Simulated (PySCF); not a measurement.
Si3H6O3

Si3H6O3 is a small molecule, neutral, singlet. The structure was relaxed in the gas phase by PBE0-D3(BJ)/def2-SVP. No frequency run checks that it is a minimum.

SMILES: O1[SiH2]O[SiH2]O[SiH2]1

```xyz
12

O     0.842    1.277    0.230
Si    1.672   -0.130    0.539
O     0.634   -1.395    0.243
Si   -0.949   -1.457   -0.264
O    -1.463    0.110   -0.476
Si   -0.714    1.580   -0.272
H     2.092   -0.155    1.964
H     2.842   -0.225   -0.373
H    -1.777   -2.114    0.780
H    -1.027   -2.184   -1.557
H    -1.429    2.361    0.771
H    -0.685    2.306   -1.568
```
Atom numbers follow the order of the file, from 1.

Shieldings: GIAO PBE0/pcSseg-1. Shifts are against computed references at the same level: H TMS (σ 31.27 ppm), Si TMS (σ 352.0 ppm). Core levels by delta-SCF with SCAN, pcX-2 on the ionised atom and pcseg-1 elsewhere, spin-free X2C (2p3/2 is the spin-free 2p value less a third of a first-order spin-orbit splitting); from the vacuum level, for chosen atoms.

Problem. Give the shieldings and core levels atom by atom.

Solution. 
```
               atoms  bonded to  σ (ppm)  δ (ppm)  core level (eV)
            O1 O3 O5       2 Si    250.5        -        1s 538.14
         Si2 Si4 Si6  2 O + 2 H    384.9    -32.9     2p3/2 108.26
H7 H8 H9 H10 H11 H12       1 Si    26.04     5.22                -
```

Values are those of this one static structure; atoms that internal rotation interchanges would show their mean in an NMR spectrum.

Problem. By CAM-B3LYP/def2-SVPD (TDDFT singlets, Tamm-Dancoff triplets, ionisation by delta-SCF), where does absorption start, and what does vertical ionisation take?

Solution. The lowest singlet lies at 7.52 eV (f 0.039), the lowest triplet at 7.21 eV; vertical ionisation takes 10.60 eV.

The 3 runs behind this took 3.9 min in all, one thread each of Arm Neoverse V1 on a shared host, launched as `OMP_NUM_THREADS=1 python cluster_run.py task.json out`.
